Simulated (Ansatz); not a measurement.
Mulliken charges of H2OSSn, SMILES `[OH][Sn][SH]` from B3LYP/def2-TZVPP in Ansatz (PBE0-D4/def2-TZVP geometry).

```
atom   x (Å)   y (Å)   z (Å)  charge (e)
  O1  -1.169  -1.043  -0.055      -0.548
 Sn2  -1.100   0.819  -0.713       0.693
  S3   1.208   1.376  -0.088      -0.410
  H4  -0.384  -1.407   0.360       0.170
  H5   1.495   0.181   0.454       0.095
```

Question: By hand: the dipole of these point charges (1 e Å = 4.8032 D).

Answer: Σ q r = (-0.540, 0.353, -0.324) e Å, of length 0.722 e Å = 3.47 D.

Question: How does the dipole of the full density compare? (An estimate is asked.)

Answer: The calculation gave: (-0.084, 0.028, -0.041) e Å, 0.47 D; the point charges give 7.38 times that, at 13° from its direction.

Point charges leave out the atoms' own dipoles, such as those of lone pairs, and Mulliken's split depends on the basis, so the two needn't agree.

B3LYP here is the variant with VWN-RPA as its local correlation; programs differ in this.
